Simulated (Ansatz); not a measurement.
Cu(PH3)F (CuPH3F). Total charge 0; triplet. Geometry r2SCAN-D4/def2-TZVP, that of the neutral singlet; atoms count from 1.

```xyz
6

Cu   -0.945    0.896   -0.635
P     0.419   -0.398    0.282
H     1.781   -0.031    0.357
H     0.596   -1.699   -0.236
H     0.237   -0.750    1.637
F    -2.088    1.982   -1.404
```

At PBE0-D4/def2-TZVP a singlet of charge 0 lies 4.60 eV below the triplet at the same geometry.

(1) Estimate the Mulliken populations from the PBE0/def2-TZVP orbitals of Ansatz.

(2) Where does the spin sit?

(3) And the Mayer bond orders between bonded heavy atoms (over 0.3)?

Results:

(1) 
| atom | charge (e) | spin (α − β) | d electrons |
| --- | --- | --- | --- |
| Cu1 | 0.59 | 1.16 | 9.34 |
| P2 | -0.33 | 0.51 | – |
| H3 | 0.11 | -0.01 | – |
| H4 | 0.05 | 0.13 | – |
| H5 | 0.05 | 0.13 | – |
| F6 | -0.47 | 0.09 | – |
Mulliken values and Mayer orders depend strongly on the basis.

(2) Summed by element: Cu 1.16, P 0.51, H 0.24, F 0.09, of 2 unpaired in all. Largest on single atoms: Cu1 1.16, P2 0.51, H5 0.13.

(3) Cu1–P2 1.23 (2.09 Å); Cu1–F6 0.80 (1.75 Å).
